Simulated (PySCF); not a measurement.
Molecule: SMILES CC(=O)O[SiH2]O, C2H6O3Si.

Cartesian coordinates in Å; atom numbers follow the order of the lines, from 1:
```xyz
12

C     2.101    0.040    0.190
C     0.631   -0.256    0.318
O     0.175   -1.092    1.060
O    -0.108    0.489   -0.481
Si   -1.776    0.456   -0.671
O    -2.437   -0.685    0.255
H     2.634   -0.345    1.055
H     2.474   -0.453   -0.706
H     2.258    1.109    0.082
H    -2.181    1.784   -0.238
H    -1.936    0.132   -2.080
H    -1.833   -1.181    0.822
```

Frames of a GFN2-xTB Langevin trajectory at 400 K; GIAO PBE0/pcSseg-1 shieldings in PySCF, gas phase, non-relativistic; equivalent atoms averaged within each frame.

References, each an isolated molecule treated in the same way: ¹³C (σ = 186.93 ppm) and ²⁹Si (σ = 349.16 ppm) and ¹H (σ = 31.72 ppm) vs TMS; H2O for ¹⁷O (σ = 336.08 ppm). The references are static minima.

How do the shifts (ppm) fluctuate along the trajectory?

Results:


```csv
time (fs),C2,C1,O3,O4,O6,Si5,H10/H11,H12,H7/H8/H9
optimised geometry,179.6,25.7,440.0,217.7,39.5,-22.2,5.26,4.56,2.17
250,173.5,28.8,467.3,226.6,57.9,-40.0,5.27,4.36,1.91
425,171.2,25.5,480.3,217.9,36.0,-37.6,5.01,2.48,1.80
625,180.4,25.0,513.2,220.1,18.8,-38.8,5.00,1.23,2.21
800,175.7,26.1,490.8,237.7,25.2,-39.5,5.59,1.80,2.92
1000,182.9,27.8,469.5,239.1,41.3,-26.1,4.84,2.48,3.02
mean of frames,176.7,26.6,484.2,228.3,35.8,-36.4,5.14,2.47,2.37
standard deviation,4.9,1.6,18.7,9.8,15.2,5.8,0.29,1.18,0.57
```

5 frames give an uncertainty of the mean of about the standard deviation over 2.2 at best, since frames this close in time may not be independent; classical motion lacks zero-point vibration, and the reference would need the same averaging.
